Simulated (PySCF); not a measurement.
Species: CF3(CH2)2OH, C3H5F3O.
SMILES: `OCCC(F)(F)F`

Torsions of this conformer, `[OH:1][CH2:2][CH2:3][C:4]([F:5])([F:6])[F:7]`: O1–C2–C3–C4 -178°, C2–C3–C4–F5 179°, H–O1–C2–C3 -70°.

The closed-shell ground state was solved at several levels (PySCF, density fitting, gas phase, non-relativistic). Isolated species at its PBE0-D3(BJ)/def2-TZVP geometry (one conformer only).

```
           level  basis functions  HOMO (eV)  LUMO (eV)  gap (eV)  dipole (D)
    KT3/pcSseg-2              322      -6.98      -0.72      6.26        1.90
wB97X-D/pcSseg-2              322     -10.45       1.98     12.43        1.96
  B97-2/pcSseg-2              322      -8.21       0.25      8.46        1.96
```

Task: What might PBE0/pcSseg-2 (322 basis functions) give for the same quantities?

Result: HOMO -8.51 eV, LUMO 0.22 eV, gap 8.73 eV, dipole 1.97 D.

Task: Over all these levels, which gives the widest orbital gap and which the narrowest?

Result: wB97X-D/pcSseg-2 (range-separated hybrid) has the widest, 12.43 eV, and KT3/pcSseg-2 (GGA) the narrowest, 6.26 eV. From the narrowest to the widest the HOMO moves by -3.47 eV and the LUMO by +2.70 eV.

Task: In the pcSseg-2 basis, how does the gap go with the fixed share of exact exchange?

Result: KT3 (0 %) 6.26 eV; B97-2 (21 %) 8.46 eV; PBE0 (25 %) 8.73 eV. Each rise in the share widens the gap here.

Task: How far do the dipole and the HOMO energy spread over the levels?

Result: The dipole runs from 1.90 to 1.97 D (mean 1.95 D) and the HOMO from -10.45 to -6.98 eV.
